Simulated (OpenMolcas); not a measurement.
Ag2+ with 6 ligands (bromide) in octahedral coordination (Oh). A charge of +0.667 e stands 2.4 Å behind each ligand. Ligand basis ANO-RCC-VDZP.

| Quantity | Value |
| --- | --- |
| Program | OpenMolcas |
| Method | CASSCF |
| Basis | ANO-RCC-VTZP [7s6p4d2f1g] |
| Scalar Hamiltonian | DKH2, point nucleus |
| Active space | 9 electrons in 5 orbitals (4d) |
| State averaging | 2S+1 = 2 even, 5 roots |
| Spin-orbit coupling | RASSI with atomic mean-field integrals over the reference wave functions |

All ligands move together. At R = 2.66 Å |10Dq| is 8396 cm-1, and at R = 2.99 Å it is 3929 cm-1.

Q: A third run gives 5343 cm-1. What distance was it run at?

A: With a power law R^-n the two known points give n = -ln(3929 / 8396) / ln(2.99 / 2.66) = 6.49. Then R = 2.66 × (8396 / 5343)^(1/6.49) = 2.852 Å. The run was at 2.85 Å, so the estimate is off by +0.002 Å.

An orbital doublet at a regular site is open to a Jahn-Teller distortion, which this geometry leaves out. With metal d orbitals alone the field can be off either way by tens of per cent. Ligand-to-metal charge-transfer states are missing. The least metal-like active orbital is 81 % on the metal (Löwdin) and no ligand orbital is active, so the numbers are rough (holds for R = 2.66). No measured value stands beside these numbers; the geometry was imposed, not optimised, and the real ion may take another.
